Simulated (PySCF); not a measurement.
# Reading the logs of faulty runs: AlCFH3Si cation

Calculated results; nothing here was measured. The program is PySCF 2.14.0, an open-source quantum chemistry code, run on an isolated molecule that a program drew, which may never have been made. The molecule is AlCFH3Si cation (charge +1, singlet), drawn as the SMILES string `F[SiH]=[CH][AlH+]`.

Each row is a Hartree-Fock (HF) and frozen-core CCSD(T) single point in the cc-pV(D+d)Z basis, meant for a local HF minimum. Run 1 is clean. Each other run has one planted mistake out of seven kinds, and not every kind appears here: one electron removed, one electron added, multiplicity raised by two, geometry at a saddle point, minimal basis STO-3G, one bond length entered in bohr, all coordinates scaled. The reference is restricted for singlets and unrestricted otherwise, and also for a bond in bohr. Adding or removing an electron swaps singlet and doublet. Electrons count all cores. HOMO and LUMO are orbital energies over both spins, the gradient is its largest component, and the lowest frequency (negative if imaginary) is given only where the gradient is small. Bond lengths are over the 6 bonds as drawn. T1 is the CCSD diagnostic: over 0.02 (restricted) or 0.045 (unrestricted) a single reference is doubtful.

Geometry of the clean run:
```xyz
7
AlCFH3Si cation, angstrom
F     1.2322    0.6011    1.4631
Si    0.4330   -0.3227    0.4708
C     0.3664   -0.0152   -1.2031
Al   -0.4861   -0.9348   -2.5346
H    -0.2030   -1.4212    1.1844
H     0.9168    0.8675   -1.5394
H    -1.2023   -1.7049   -3.6646
```

```
run  electrons  basis functions  <S^2>  HOMO (eV)  LUMO (eV)  gradient (hartree/bohr)  lowest frequency (cm^-1)  mean bond (Å)  longest bond (Å)      T1  HF (hartree)  CCSD(T) (hartree)                 mistake
  1         44               89  0.000     -14.54      -3.98                  1.6e-05                       115         1.5332             1.829  0.0150    -669.67141         -670.16996                no fault
  2         44               89  0.000     -15.20      -3.80                  7.0e-02                         -         1.4335             1.710  0.0131    -669.63262         -670.12161  all coordinates scaled
  3         43               89  0.756     -23.82     -12.04                  1.0e-01                         -         1.5332             1.829  0.0163    -669.19192         -669.64697    one electron removed
  4         44               31  0.000     -11.45       0.81                  2.7e-02                         -         1.5332             1.829  0.0196    -661.59960         -661.79283    minimal basis STO-3G
  5         44               89  2.034     -10.21      -6.73                  6.1e-02                         -         1.5332             1.829  0.0278    -669.54821         -670.01875                       ?
```

**Which mistake was planted in run 5, and what did it cost?**

Electrons, basis and geometry are unchanged, and <S^2> is 2.034, beside S(S+1) = 2.00 for a multiplicity of 3. So the mistake is: multiplicity raised by two. Subtracting run 1 and multiplying by 627.51 kcal/mol a hartree, the energy moved by 77.3 kcal/mol in HF and 94.9 kcal/mol in CCSD(T).

